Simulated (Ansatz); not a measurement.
Isolated molecules relaxed with PBE0-D4/def2-TZVP in Ansatz; ΔE leaves out vibrations. CCSD(T)/CBS is the MP2 limit (def2-TZVPP, def2-QZVPP) plus CCSD(T) − MP2 in def2-TZVPP, frozen cores. This one scheme is used for every species. Functionals use def2-TZVPP. B3LYP here is the variant with VWN-RPA as its local correlation; programs differ in this. One conformer a species, not always the lowest.

Consider the cleavage of the Si–P bond: `CC[SiH2]P` + CH₃SH → `CC[SiH2]SC` + PH₃.

`CC[SiH2]P`:

```xyz
13

C    -0.086   -1.345    1.054
C     0.037    0.170    1.186
Si   -0.309    1.100   -0.408
P     1.165    0.450   -1.993
H     0.090   -1.846    2.009
H     0.639   -1.744    0.339
H    -1.080   -1.637    0.708
H     1.040    0.446    1.527
H    -0.657    0.546    1.946
H    -1.720    0.873   -0.832
H    -0.111    2.563   -0.214
H     0.519    1.179   -3.026
H     0.473   -0.754   -2.295
```

CH₃SH:

Z-matrix (Å, degrees):
```
C
S 1 1.806
H 1 1.089 2 111.5
H 1 1.089 2 111.5 3 -123.8
H 1 1.090 2 106.2 3 118.1
H 2 1.342 1 97.1 3 61.9
```

`CC[SiH2]SC`:

Z-matrix (Å, degrees):
```
C
C 1 1.524
H 1 1.093 2 111.2
H 1 1.093 2 111.6 3 -120.5
H 1 1.093 2 111.3 3 119.3
Si 2 1.875 1 113.9 3 -58.8
H 2 1.097 1 110.9 3 -179.6
H 2 1.096 1 110.7 3 63.5
S 6 2.132 2 112.9 1 58.0
H 6 1.491 2 109.2 1 -179.9
H 6 1.487 2 110.9 1 -58.8
C 9 1.816 6 99.5 2 63.9
H 12 1.090 9 111.0 6 56.2
H 12 1.090 9 106.9 6 174.7
H 12 1.090 9 111.4 6 -66.7
```

PH₃:

Cartesian coordinates in Å:
```
P -0.419 0.360 0.178
H 0.891 0.364 0.726
H 0.057 0.329 -1.159
H -0.529 -1.053 0.254
```

(1) Is it downhill or uphill in electronic energy at CCSD(T)/CBS, and by how much? (Estimate.)

(2) What do these levels give: PBE-D4, PBE0-D4, B3LYP-D4, ωB97M-V, B2PLYP, B3LYP, HF/def2-TZVPP, MP2/def2-TZVPP, CCSD/def2-TZVPP, HF/def2-QZVPP, MP2/def2-QZVPP, MP2/CBS(def2)? (Best estimate.)

Largest T1 diagnostic among the species: 0.013.

Answers

(1) Ansatz gave: Downhill: ΔE = -40.4 kJ/mol.

(2) The calculation gave: PBE-D4 -35.9, PBE0-D4 -36.8, B3LYP-D4 -40.9, ωB97M-V -42.2, B2PLYP -40.0, B3LYP -37.1, HF/def2-TZVPP -41.2, MP2/def2-TZVPP -44.0, CCSD/def2-TZVPP -39.5, HF/def2-QZVPP -40.8, MP2/def2-QZVPP -44.1, MP2/CBS(def2) -44.4 kJ/mol.

The D4 term adds −3.8 kJ/mol with B3LYP and −2.3 kJ/mol with PBE0; it sums over pairs of atoms, weighted by their polarisabilities, and B3LYP, whose exchange is more repulsive, gets the larger term.
